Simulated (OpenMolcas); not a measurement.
Xe VII: CASPT2 settings compared

```
Program             : OpenMolcas 26.06
Basis               : ANO-R3 [8s7p5d4f3g2h]
Scalar Hamiltonian  : X2C, finite nucleus
Active space        : 2 electrons in 8 orbitals (5s 5p 6s 6p)
State averaging     : 2S+1 = 1 even, 1 root; 2S+1 = 1 odd, 3 roots; 2S+1 = 3 odd, 3 roots kept (CI in the orbitals of an earlier block)
Spin-orbit coupling : state interaction with AMFI integrals over the reference wave functions, term energies averaged over their components
```

Methods on the same reference wave functions:
A. CASSCF
B. SS-CASPT2, IPEA 0.2 Eh, sigma2 regulariser 0.1 Eh (closed shells correlated: none)
C. SS-CASPT2, IPEA 0.2 Eh, real shift 0.5 Eh (closed shells correlated: none)
D. SS-CASPT2, IPEA 0.3 Eh, imaginary shift 0.3 Eh (closed shells correlated: 4d)

Energies in cm-1 above 5s2 1S0, the measured ground level; measured values from Saloman, J. Phys. Chem. Ref. Data 33, 765 (2004).

```
      Level       A       B       C       D  Measured
    5s2 1S0     0.0     0.0     0.0     0.0       0.0
5s 5p 3P* 0   93425   92722   92767   97242     96141
5s 5p 3P* 1   97765   96941   96991  101175    100451
5s 5p 3P* 2  109028  108325  108370  112845    113676
5s 5p 1P* 1  154484  146870  147175  140361    143259
```

Deviations, from unrounded energies. A percentage is the sum of absolute deviations over the sum of measured energies, with the sign that they share, or ± where signs differ.

```
           Against measurement  Levels     A     B     C     D
mean absolute deviation (cm-1)       4  5300  4000  4000  1400
      other configurations (%)       4  ±4.7  ±3.5  ±3.5  ±1.2
```

D lies closest to measurement on these levels and A furthest from it. The largest miss of D in the table is 5s 5p 1P* 1, by -2900 cm-1. The ranking rests on the paired levels alone, and a cruder setting can come out closer through cancelling errors.

Among B to D the level of the table that moves most is 5s 5p 1P* 1, by 6800 cm-1 (lowest in D, highest in C).

The lowest spin-free term lies below A's lowest term by 0.003 hartree in B, 0.003 hartree in C, 0.508 hartree in D.

Terms from blocks run as CI alone lack orbitals of their own. Active for correlation alone: 6p 6s; no level in the range computed is led by a configuration that fills them, so any true level of that kind is missing. Computed and measured levels are paired by configuration, term and J; levels that our copy of the source lacks, or whose pairing is in doubt (as where it misses far off the trend of its configuration), stay unpaired and out of the deviations. Levels of configurations outside the active space are missing.

* marks odd parity.
